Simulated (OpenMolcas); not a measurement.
## Re6+: input and output

Re6+ among 4 point charges of -2 e arranged as a square (D4h), 2.22 Å from the ion. With inversion symmetry the input lists one of each pair of outer charges.

Input:

```
&GATEWAY
Coord
1

Re 0.0 0.0 0.0
Basis=ANO-RCC-VTZP
Group=XYZ
NoMove
AngMom=0.0 0.0 0.0
AMFI
XField
2 Angstrom 0
2.220000 0.000000 0.000000 -2.000000
0.000000 2.220000 0.000000 -2.000000
&SEWARD
* reference wave functions (RASSCF and RASSI steps not shown): 1 electron in 5 orbitals (5d)
>>> COPY JOB001 $Project.JobIph
&CASPT2
Multistate=5 1 2 3 4 5
NoMult
Frozen=14 16
IPEA=0.25
Imaginary=0.1
MaxIter=60
WThr=0.0 0.3 0.05
PrWF=0.5
NoMix
```

Launched by
```bash
OMP_NUM_THREADS=1 MOLCAS_MEM=1689 MOLCAS_PROJECT=a pymolcas a.inp > a.log  # once for each step of the input, in one work folder
```

Output, cut to the results:

```
--- CASPT2 ---
Orbital specifications:
      -----------------------

      Symmetry species                           1   2
                                                ag  au
      Frozen orbitals                           14  16
      Inactive orbitals                          1   3
      Active orbitals                            5   0
      Secondary orbitals                        31  34
      Deleted orbitals                           0   0
      Number of basis functions                 51  53
Type of calculation                        SS-CASPT2
      Fock operator                              state-specific
      IPEA shift                                 0.25
      Real shift                                 0.00
      Imaginary shift                            0.10
      The input orbitals will be transformed to quasi-canonical
Reference energy:      -16680.4602878778
      E2 (Non-variational):      -0.1980181280
      Shift correction:          -0.0000489773
      E2 (Variational):          -0.1980671053
      Total energy:          -16680.6583549831
      Residual norm:              0.0000000764
      Reference weight:           0.97237
      Contributions to the CASPT2 correlation energy
      Active & Virtual Only:         -0.0000000000
      One Inactive Excited:          -0.0409258064
      Two Inactive Excited:          -0.1570923216
Reference energy:      -16680.4444773571
      E2 (Non-variational):      -0.1981888707
      Shift correction:          -0.0000491617
      E2 (Variational):          -0.1982380324
      Total energy:          -16680.6427153895
      Residual norm:              0.0000000816
      Reference weight:           0.97232
      Contributions to the CASPT2 correlation energy
      Active & Virtual Only:          0.0000000002
      One Inactive Excited:          -0.0414722227
      Two Inactive Excited:          -0.1567166482
::    CASPT2 Root  1     Total energy: -16680.65835498
::    CASPT2 Root  2     Total energy: -16680.64271539
::    CASPT2 Root  3     Total energy: -16680.64271536
::    CASPT2 Root  4     Total energy: -16680.59335254
::    CASPT2 Root  5     Total energy: -16680.56857157
```

Spin-orbit levels above the lowest (labels of D4, the rotations of D4h), with the averaged single-state CASPT2 energies on the diagonal:

```tsv
E (cm-1)	Degeneracy	Label	2S+1	g
0	2	E1/2	2	1.12 1.29 1.29
7980	2	E3/2	2	0.11 0.11 3.54
10590	2	E1/2	2	0.88 3.30 3.30
18520	2	E3/2	2	1.54 1.54 1.70
27080	2	E3/2	2	1.43 1.43 5.24
```

Spin-orbit coupling mixes the spin-free states strongly: the lowest level takes only 56 % from its leading state, 2A1. Free-ion shares, where given, are those of the reference states; single-state CASPT2 does not remix them. Point charges carry no covalency, so the field is a model and not that of real ligands. No measured value stands beside these numbers.

The CASPT2 steps took 1.5 s on 1 thread of Arm Neoverse V2, on a shared host; the integral step is not counted.
